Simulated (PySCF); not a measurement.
# O²⁺ (oxygen, charge +2) across methods

[He] 2s2 2p2, high-spin 3P determinant. Calculation: PySCF 2.14, in dyall-av3z (15s9p3d2f, 71 functions); the spin-free X2C one-electron Hamiltonian (Gaussian nucleus).

```json
{"method": "LDA", "E (hartree)": "-72.7610", "mean ε 2s α (eV)": "-59.539", "mean ε 2s β (eV)": "-55.268", "mean ε 2p α (eV)": "-44.984", "Σ⟨r²⟩ (bohr²)": "5.097", "⟨S²⟩": "2.001"}
{"method": "r2SCAN", "E (hartree)": "-73.3086", "mean ε 2s α (eV)": "-61.235", "mean ε 2s β (eV)": "-55.707", "mean ε 2p α (eV)": "-46.117", "Σ⟨r²⟩ (bohr²)": "5.040", "⟨S²⟩": "2.003"}
{"method": "BHandHLYP", "E (hartree)": "-73.3383", "mean ε 2s α (eV)": "-66.478", "mean ε 2s β (eV)": "-59.720", "mean ε 2p α (eV)": "-50.692", "Σ⟨r²⟩ (bohr²)": "5.047", "⟨S²⟩": "2.002"}
{"method": "PBE0", "E (hartree)": "-73.2700", "mean ε 2s α (eV)": "-63.251", "mean ε 2s β (eV)": "-57.585", "mean ε 2p α (eV)": "-47.894", "Σ⟨r²⟩ (bohr²)": "5.053", "⟨S²⟩": "2.002"}
{"method": "LC-wPBE", "E (hartree)": "-73.2858", "mean ε 2s α (eV)": "-65.714", "mean ε 2s β (eV)": "-60.806", "mean ε 2p α (eV)": "-50.652", "Σ⟨r²⟩ (bohr²)": "5.071", "⟨S²⟩": "2.001"}
{"method": "PBE", "E (hartree)": "-73.2558", "mean ε 2s α (eV)": "-59.811", "mean ε 2s β (eV)": "-55.437", "mean ε 2p α (eV)": "-45.059", "Σ⟨r²⟩ (bohr²)": "5.072", "⟨S²⟩": "2.001"}
{"method": "UHF", "E (hartree)": "-73.15931", "mean ε 2s α (eV)": "-72.810", "mean ε 2s β (eV)": "-62.394", "mean ε 2p α (eV)": "-55.792", "Σ⟨r²⟩ (bohr²)": "5.036", "⟨S²⟩": "2.005"}
{"method": "B97-3", "E (hartree)": "-73.3262", "mean ε 2s α (eV)": "-63.443", "mean ε 2s β (eV)": "-57.950", "mean ε 2p α (eV)": "-48.020", "Σ⟨r²⟩ (bohr²)": "5.032", "⟨S²⟩": "2.002"}
```

Task: Estimate the same row for wB97X.

Result: E (hartree) = -73.3371; mean ε 2s α (eV) = -65.591; mean ε 2s β (eV) = -60.314; mean ε 2p α (eV) = -50.275; Σ⟨r²⟩ (bohr²) = 5.032; ⟨S²⟩ = 2.002.
